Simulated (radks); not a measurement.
The numbers below are computed, except where a source is named.
Ir XXVII, configuration [Kr] 4d10 4f5.

Level of theory: scalar-relativistic Kohn-Sham, PBE, spin-polarised, spherical densities, finite nucleus; open shells are filled with parallel spins first (spin-orbit coupling, left out, can overturn this in heavy ions); Fermi nuclear charge, rms radius 5.4032 fm (a radial shooting solver on a logarithmic mesh with Libxc functionals).

Energy parts (eV):
part                       energy
total                  -476686.97
kinetic                 530648.35
electron-nucleus      -1139095.06
Hartree                 140290.33
exchange-correlation     -8530.58

Orbitals (lengths in bohr, moments of r in powers of bohr; r(90%) holds 90 % of the orbital's charge):
orbital	occ.	eigenvalue (eV)	r(90%)	<r^2>	<1/r>	<r>
1s up	1	-76933.20	0.0318	0.0004196	92.15	0.01744
1s down	1	-76933.22	0.0318	0.0004196	92.15	0.01744
2s up	1	-14147.67	0.114	0.006421	21.58	0.07363
2s down	1	-14147.49	0.114	0.006420	21.58	0.07363
2p up	3	-12403.17	0.108	0.005366	19.36	0.06625
2p down	3	-12403.04	0.108	0.005365	19.36	0.06625
3s up	1	-3950.852	0.279	0.04134	8.014	0.1902
3s down	1	-3945.416	0.278	0.04127	8.024	0.1900
3p up	3	-3440.129	0.285	0.04223	7.352	0.1909
3p down	3	-3434.634	0.285	0.04214	7.361	0.1907
3d up	5	-2878.058	0.268	0.03496	6.927	0.1729
3d down	5	-2873.881	0.267	0.03485	6.935	0.1726
4s up	1	-1446.653	0.581	0.1871	3.573	0.4078
4s down	1	-1438.199	0.581	0.1875	3.565	0.4083
4p up	3	-1270.669	0.614	0.2067	3.281	0.4274
4p down	3	-1262.607	0.615	0.2074	3.273	0.4281
4d up	5	-1057.719	0.644	0.2199	3.015	0.4382
4d down	5	-1049.750	0.645	0.2209	3.005	0.4393
4f up	5	-827.0399	0.651	0.2108	2.739	0.4279
4f down	0	-818.2100	0.655	0.2128	2.731	0.4296
5s up	0	-718.1504	1.07	0.6561	1.840	0.7678
5s down	0	-714.1386	1.07	0.6598	1.832	0.7701
5p up	0	-649.6004	1.13	0.7375	1.709	0.8128
5p down	0	-645.9547	1.14	0.7417	1.702	0.8152

The highest occupied level is 4f up at -827.04 eV. The density falls to 0.001 e/bohr^3 at r = 1.29 bohr. The electron density at the nucleus is 1.947e+06 e/bohr^3 (large components only). For comparison, the ionisation energy in NIST's Atomic Spectra Database is 870 eV (theoretical). In exact Kohn-Sham theory the highest level is minus the ionisation energy, but local and semilocal functionals leave it too shallow, through self-interaction and a potential that decays too fast; potentials with the right tail come closer.
